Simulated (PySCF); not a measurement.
C2H5Si, charge +1, multiplicity 1.

```xyz
8

C      0.2907     1.6854     0.0000
Si    -0.3231     0.0944     0.0000
C      0.2101    -1.6682     0.0000
H      0.2447     2.2773     0.9160
H      0.2447     2.2773    -0.9160
H      0.8336    -1.8145    -0.8909
H     -0.6386    -2.3506     0.0000
H      0.8336    -1.8145     0.8909
```
Charge +1, spin multiplicity 1.

Geometry: TPSSh-D3(BJ)/def2-TZVP. The multiplicity is an assumed one; other spin states were not compared. The isomer is the one that the SMILES or the coordinates give; other isomers of the formula were not compared.

All values below come from PBE/pcSseg-2 run with PySCF. Non-relativistic, no solvent.

Computed absolute GIAO shielding of each atom: isotropic value and principal components (ppm):
```tsv
atom	σ(iso)	σ11	σ22	σ33	span
C1	52.3	-150.0	125.6	181.4	331.3
Si2	-118.0	-327.2	-21.9	-4.9	322.4
C3	158.8	130.0	161.6	184.8	54.8
H4	22.8	16.9	24.9	26.4	9.5
H5	22.8	16.9	24.9	26.4	9.5
H6	28.0	24.5	25.6	34.0	9.5
H7	28.2	24.6	25.6	34.3	9.7
H8	28.0	24.5	25.6	34.0	9.5
```
